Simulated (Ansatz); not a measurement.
Reaction (redistribution): `CN(C)[Si](O)(O)O` + `C[NH][AlH][NH2]` → `CN(C)[SiH](O)O` + `C[NH][Al]([NH2])[OH]`

Computed with Ansatz on PBE0-D4/def2-TZVP structures; ΔE is electronic, products minus reactants. CCSD(T)/CBS adds triple-zeta CCSD(T) − MP2 to the extrapolated MP2 energy (def2 sets, frozen cores). Functionals use def2-TZVPP. B3LYP here is the variant with VWN-RPA as its local correlation; programs differ in this. One conformer a species, not always the lowest.

`CN(C)[Si](O)(O)O`:

```xyz
16

C     0.973   -1.344    0.599
N     0.193   -0.426   -0.193
C    -0.250   -0.975   -1.453
Si   -0.353    1.096    0.332
O    -0.350    2.193   -0.881
O     0.655    1.492    1.566
O    -1.921    1.167    0.811
H     0.401   -2.248    0.856
H     1.867   -1.670    0.051
H     1.299   -0.867    1.523
H    -0.816   -0.233   -2.019
H    -0.892   -1.856   -1.312
H     0.604   -1.287   -2.069
H     0.512    2.404   -1.243
H     0.328    2.162    2.168
H    -2.252    0.392    1.265
```

`C[NH][AlH][NH2]`:

Cartesian coordinates in Å:
```
C -0.065 -0.929 -1.393
N -0.710 0.212 -0.785
Al -0.389 0.982 0.777
N 0.884 0.352 1.833
H -0.757 -1.763 -1.566
H 0.405 -0.685 -2.354
H 0.727 -1.306 -0.741
H -1.442 0.587 -1.369
H -1.244 2.235 1.219
H 1.109 0.753 2.729
H 1.482 -0.437 1.650
```

`CN(C)[SiH](O)O`:

Cartesian coordinates in Å:
```
C 1.434 0.842 -0.288
N 0.214 0.073 -0.328
C -0.193 -0.291 -1.665
Si -0.853 -0.075 0.991
O 0.111 0.047 2.317
O -1.688 -1.484 0.886
H 1.701 1.079 0.741
H 2.263 0.274 -0.730
H 1.344 1.782 -0.852
H -0.350 0.592 -2.300
H 0.571 -0.912 -2.151
H -1.123 -0.860 -1.644
H -1.943 0.928 1.088
H -0.325 0.288 3.135
H -1.163 -2.283 0.799
```

`C[NH][Al]([NH2])[OH]`:

Z-matrix (Å, degrees):
```
C
N 1 1.446
H 1 1.093 2 110.1
H 1 1.097 2 112.6 3 -119.0
H 1 1.097 2 112.7 3 119.0
Al 2 1.770 1 128.0 3 -0.3
H 2 1.008 1 111.8 3 179.8
O 6 1.698 2 122.1 1 179.8
N 6 1.763 2 121.2 1 -0.2
H 8 0.954 6 124.7 2 -0.5
H 9 1.005 6 126.3 2 -0.4
H 9 1.006 6 123.3 2 179.8
```

Is it downhill or uphill in electronic energy at CCSD(T)/CBS, and by how much? (An estimate is asked.)

The calculation gave: Downhill: ΔE = -15.1 kJ/mol.

What do these levels give: B3LYP-D4, ωB97X-V, ωB97M-V, PBE, HF/def2-TZVPP, CCSD/CBS(def2)? (Best estimate.)

Ansatz gave: B3LYP-D4 -13.5, ωB97X-V -11.4, ωB97M-V -10.4, PBE -14.8, HF/def2-TZVPP -10.2, CCSD/CBS(def2) -15.3 kJ/mol.

Largest T1 diagnostic among the species: 0.011.

In def2-TZVPP, CCSD(T) changes the Hartree–Fock value by −3.3 kJ/mol (the triples alone add +0.2 kJ/mol) and MP2 by −6.5 kJ/mol. The D4 term adds +3.4 kJ/mol with B3LYP and +1.9 kJ/mol with PBE0; it sums over pairs of atoms, weighted by their polarisabilities, and B3LYP, whose exchange is more repulsive, gets the larger term.
